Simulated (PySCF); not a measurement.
Compound: C3H10SSi.
Numbering: `[CH3:1][CH2:2][CH2:3][S:4][SiH3:5]` (hydrogens: H6, H7, H8 on C1; H9, H10 on C2; H11, H12 on C3; H13, H14, H15 on Si5)

Structure used (PBE0-D3(BJ)/def2-SVP), in Å, numbered top down from 1:
```xyz
15
C3H10SSi angstrom
C     -1.9429    0.8323    0.3837
C     -0.8424   -0.0392    0.9629
C     -0.1272   -0.9039   -0.0638
S      0.7028    0.0114   -1.4212
Si     2.2799    0.9782   -0.3446
H     -1.5404    1.5134   -0.3813
H     -2.4243    1.4393    1.1646
H     -2.7237    0.2200   -0.0957
H     -0.1042    0.5891    1.4918
H     -1.2582   -0.7159    1.7300
H      0.6148   -1.5606    0.4163
H     -0.8446   -1.5557   -0.5872
H      1.8193    2.1279    0.4937
H      3.2270    1.4861   -1.3780
H      2.9615   -0.0064    0.5525
```

The calculation used core-valence-separated Tamm–Dancoff BHandHLYP/aug-pcX-1 (pcseg-1 on H, def2-SVPD on S, def2-SVPD on Si) in PySCF, non-relativistic, gas phase, PBE0-D3(BJ)/def2-SVP geometry.

Computed carbon K-edge spectrum, Gaussian lines of 0.8 eV full width, highest printed point 100; it ends one width below the last computed root. Absolute energies from this functional tend to lie a few eV below measured edges; no shift was applied.

```
photon energy (eV)  absorption
             284.1           0
             284.2           1
             284.3           2
             284.4           4
             284.5           8
             284.6          14
             284.7          23
             284.8          34
             284.9          47
             285.0          60
             285.1          70
             285.2          78
             285.3          81
             285.4          81
             285.5          80
             285.6          78
             285.7          78
             285.8          81
             285.9          85
             286.0          91
             286.1          96
             286.2          99
             286.3         100
             286.4          98
             286.5          94
             286.6          88
```

Problem. Where are the maxima, and which lines make them up?

Solution. 2 maxima:
- 285.3 eV: C3 (sp3 carbon bound to sulfur), 285.19 eV, f = 0.054, 63 % of the height at the exact maximum; C2 (chain CH2 carbon), 285.61 eV, f = 0.017, 16 % of the height at the exact maximum
- 286.3 eV: C2 (chain CH2 carbon), 286.24 eV, f = 0.032, 34 % of the height at the exact maximum; C3 (sp3 carbon bound to sulfur), 286.43 eV, f = 0.018, 17 % of the height at the exact maximum; C1 (methyl carbon), 285.94 eV, f = 0.026, 17 % of the height at the exact maximum

Further lines of some strength in the range: C1, 285.31 eV, f = 0.009; C1, 286.17 eV, f = 0.010; C1, 286.51 eV, f = 0.013.

Roots within 0.03 eV on the same or equivalent atoms count as one line; shares under 12 % aren't listed.

Vibrational structure and lifetime widths aren't in the curve. The ionisation threshold wasn't computed; near and above it a finite basis only mimics Rydberg series and continuum.

Cost: about 30 s of CPU time on one thread; the machine was shared, so the figure is rough.

One conformer stands for the species.
